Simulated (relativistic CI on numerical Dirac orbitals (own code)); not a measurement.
Slater and spin-orbit integrals, Pr³⁹⁺

Computed by Dirac-Coulomb-Breit CI, KLI orbitals optimised for each configuration, model QED, unscaled Slater integrals (own radial code, finite nucleus).

Slater integrals F^k, G^k are unscaled and averaged over j, outside the closed core [Ne]; ζ comes from projecting the Hamiltonian with its Breit term on Σ l·s of the shell.

- 3s2 3p6 3d2: F^2(3d,3d) = 464020, F^4(3d,3d) = 299890, ζ(3d) = 82087 cm⁻¹; <r>(3d) = 0.2205, <r^2>(3d) = 0.05632 (bohr units).
- 3s2 3p5 3d3: ζ(3p) = 607910, F^2(3d,3d) = 463170, F^4(3d,3d) = 299320, F^2(3p,3d) = 399940, G^1(3p,3d) = 424620, G^3(3p,3d) = 284200, ζ(3d) = 81215 cm⁻¹; <r>(3p) = 0.2481, <r^2>(3p) = 0.07116, <r>(3d) = 0.2209, <r^2>(3d) = 0.05651 (bohr units).
- 3s 3p6 3d3: F^2(3d,3d) = 462810, F^4(3d,3d) = 299080, G^2(3s,3d) = 320540, ζ(3d) = 81657 cm⁻¹; <r>(3s) = 0.2541, <r^2>(3s) = 0.07364, <r>(3d) = 0.2211, <r^2>(3d) = 0.05659 (bohr units).

(1) Give the Racah parameters of the d shell in 3s2 3p6 3d2.

Averages of the first 10 configurations, taken without configuration mixing, which lowers the lowest level and can move excited configurations by several eV; other configurations of the list can lie among them:

| Configuration | Parity | States | Average energy above the lowest level (eV) |
| --- | --- | --- | --- |
| 3s2 3p6 3d2 | even | 45 | 35.7 |
| 3s2 3p5 3d3 | odd | 720 | 301.0 |
| 3s 3p6 3d3 | even | 240 | 534.2 |
| 3s2 3p6 3d 4s | even | 20 | 1168.7 |
| 3s2 3p6 3d 4p | odd | 60 | 1255.6 |
| 3s2 3p6 3d 4d | even | 100 | 1361.9 |
| 3s2 3p5 3d2 4s | odd | 540 | 1425.9 |
| 3s2 3p6 3d 4f | odd | 140 | 1447.9 |
| 3s2 3p5 3d2 4p | even | 1620 | 1513.1 |
| 3s2 3p5 3d2 4d | odd | 2700 | 1618.8 |

Answers

(1) B = F²/49 − 5F⁴/441 = 6070 cm⁻¹ and C = 35F⁴/441 = 23801 cm⁻¹.
